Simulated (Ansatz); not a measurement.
Reaction (formal exchange of groups at the Si–Si bond): `F[SiH](F)[SiH](Cl)Cl` + `C[SiH3]` → `F[SiH](F)C[SiH3]` + `Cl[SiH2]Cl`

Computed with Ansatz on PBE0-D4/def2-TZVP structures; ΔE is electronic, products minus reactants. CCSD(T)/CBS adds triple-zeta CCSD(T) − MP2 to the extrapolated MP2 energy (def2 sets, frozen cores). This one scheme is used for every species. Functionals use def2-TZVPP. B3LYP here is the variant with VWN-RPA as its local correlation; programs differ in this. Each species was taken in one conformer, which may not be the lowest.

| level | ΔE (kJ/mol) |
| --- | --- |
| ωB97M-V | -40.6 |
| B2PLYP | -35.2 |
| PBE0 | -27.6 |
| B3LYP | -29.5 |
| CCSD/def2-TZVPP | -40.2 |
| HF/CBS(def2) | -43.2 |
| MP2/CBS(def2) | -42.5 |
| CCSD/CBS(def2) | -38.6 |

(1) What does CCSD(T)/CBS give? (Estimate.)

Largest T1 diagnostic among the species: 0.011.

Results:

(1) Ansatz gave: -37.5 kJ/mol. The listed levels differ from it by -3.1, 2.3, 9.9, 8.0, -2.7, -5.7, -5.0, -1.1 kJ/mol.

From PBE to PBE0 (25 % exact exchange), in def2-TZVPP and without D4, ΔE moves by −7.3 kJ/mol.

CCSD(T)/CBS has its own doubt, a few kJ/mol and more with outer-core shells, so smaller differences from it don't rank the levels.
